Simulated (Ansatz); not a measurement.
Geometry optimisation, Ansatz, UKS B3LYP/def2-SVP.

Input file:

```yaml
crystal:
  periodic: [false, false, false]
  atoms:
    - { symbol: Ge, position_ang: [0.0, 0.0, 0.0] }
    - { symbol: H, position_ang: [0.0, 0.0, 1.8] }
    - { symbol: H, position_ang: [1.4616, 0.0, -0.5162] }
    - { symbol: H, position_ang: [-0.73, 1.2648, -0.5162] }
    - { symbol: H, position_ang: [-0.73, -1.2648, -0.5162] }
    - { symbol: H, position_ang: [0.0, 0.0, 2.76] }
magnetization:
  spin_polarized: true
  initial_magnetization: 1
basis:
  gaussian: { orbitals: def2-SVP }
hamiltonian:
  xc: b3lyp
relax:
  f_tol: 0.15
  max_steps: 25
  restrain:
    - { distance: [1, 5], at: 0.66, k: 30.0 }
    - { distance: [0, 1], at: 2.75, k: 30.0 }
```

Launched with:

```bash
$ ansatz run input.yaml --threads 1 --pin off --max-ram 2048MiB --backend cpu --events-out ev --progress --plain --runs-dir out
```

Where does it end, and by what steps?

The run converged. The restraints hold the end off the free minimum. After 6 steps the energy has fallen by 0.450 eV (the restraints' own energy left out); H2 moved furthest, 0.66 Å. Joined: H2–H6 (0.96 → 0.72 Å).

| step | energy less start (eV) | largest force component (eV/Å) | accepted |
| --- | --- | --- | --- |
| 0 | 0.0000 | 1.436 | yes |
| 1 | -0.2190 | 1.471 | yes |
| 2 | -0.0072 | 5.099 | yes |
| 3 | -0.2794 | 1.479 | yes |
| 4 | -0.4502 | 1.596 | yes |
| 5 | -0.4347 | 1.896 | no |
| 6 | -0.4500 | 1.815 | yes |

```xyz
6
Properties=species:S:1:pos:R:3
Ge 0.001 0.000 -0.293
H 0.000 0.000 2.463
H 1.468 0.000 -0.781
H -0.733 1.271 -0.780
H -0.733 -1.271 -0.780
H 0.000 0.000 3.183
```

Run time: 15 s on 1 thread of Arm Neoverse V1, on a shared host, peak memory 0.13 GiB.
